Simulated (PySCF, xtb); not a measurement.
ScCl2, SMILES [Cl][Sc][Cl] (connectivity only; charge and spin as stated), neutral, multiplicity 2.

Harmonic wavenumbers (cm⁻¹) from GFN2-xTB in xtb 6.7.1 at its own minimum, in rising order: 40, 267, 435.

### Question
What does PBE-D3(BJ)/def2-TZVP in PySCF 2.14.0 give at its own minimum? (An estimate is asked for; the answer gives what the named calculation found.)

### Answer
73, 372, 453. Paired by order, the mean absolute difference is 52 cm⁻¹ and the zero-point energies are 1.1 and 1.3 kcal/mol.
